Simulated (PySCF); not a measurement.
**Nuclear quadrupole coupling in `CN[SiH2]c1cc(Cl)ccn1`**

Compound: C6H9ClN2Si.
Geometry (GFN2-xTB, Å), atoms numbered from 1 in this order:
```xyz
19
C6H9ClN2Si angstrom
C      3.4824    0.7876   -0.1864
N      2.0541    0.6166   -0.1169
Si     1.2489   -0.8782    0.0417
C     -0.5645   -0.3745    0.2242
C     -1.5957   -1.2788    0.0008
C     -2.9021   -0.8566    0.1695
Cl    -4.2179   -1.9472   -0.1043
C     -3.1532    0.4490    0.5620
C     -2.0542    1.2714    0.7607
N     -0.8060    0.8781    0.5985
H      3.7305    1.6637   -0.7885
H      3.9378    0.9087    0.8023
H      3.9207   -0.0903   -0.6558
H      1.5725    1.4344    0.2291
H      1.6046   -1.7271    1.1953
H      1.4509   -1.6679   -1.1798
H     -1.3719   -2.2884   -0.3024
H     -4.1595    0.8079    0.7035
H     -2.1872    2.3010    1.0695
```

Field gradients from the PBE0/pcSseg-1 density (PySCF, non-relativistic), principal values in atomic units, ordered |Vxx| ≤ |Vyy| ≤ |Vzz|:

| atom | Vxx | Vyy | Vzz |
| --- | --- | --- | --- |
| N2 | 0.3445 | 0.6991 | -1.0436 |
| Cl7 | -1.7362 | -2.1799 | 3.9161 |
| N10 | 0.3742 | 0.7521 | -1.1263 |

Find the asymmetry η = (Vxx − Vyy)/Vzz and the couplings χ = eQV/h (234.96 MHz × Q in barn × V in au), with Q(14N) = 0.02044 b, Q(35Cl) = −0.0817 b.

| atom | environment | nucleus | η | χzz (MHz) | χxx (MHz) | χyy (MHz) |
| --- | --- | --- | --- | --- | --- | --- |
| N2 | silicon-bound nitrogen | 14N | 0.34 | -5.01 | 1.65 | 3.36 |
| Cl7 | aryl chlorine | 35Cl | 0.11 | -75.18 | 33.33 | 41.85 |
| N10 | pyridine-type nitrogen | 14N | 0.34 | -5.41 | 1.80 | 3.61 |

The tensor is traceless: Vxx + Vyy + Vzz = 0.

What is Vzz at N2 in SI units (1 au = 9.71736 × 10²¹ V/m²)?

-1.0436 au = -10.141 × 10²¹ V/m².

What couplings would deuterons (Q(2H) = 0.00286 b) have in place of the hydrogens, at this geometry?

```tsv
atom	bonded to	bond length (Å)	Vzz (au)	η	χzz (kHz)
H11	C1	1.092	0.3036	0.05	204
H12	C1	1.095	0.2966	0.04	199
H13	C1	1.088	0.3095	0.08	208
H14	N2	1.010	0.4081	0.18	274
H15	Si3	1.476	0.1513	0.03	102
H16	Si3	1.469	0.1568	0.05	105
H17	C5	1.078	0.3270	0.08	220
H18	C8	1.078	0.3282	0.07	221
H19	C9	1.083	0.3164	0.06	213
```

The structure is a single GFN2-xTB conformer in the gas phase; no vibrational or solvent corrections. GFN2-xTB bond lengths can be off by several hundredths of an ångström, more for odd bonds, and the gradients follow them. With so small a basis the couplings can be 20 % off.
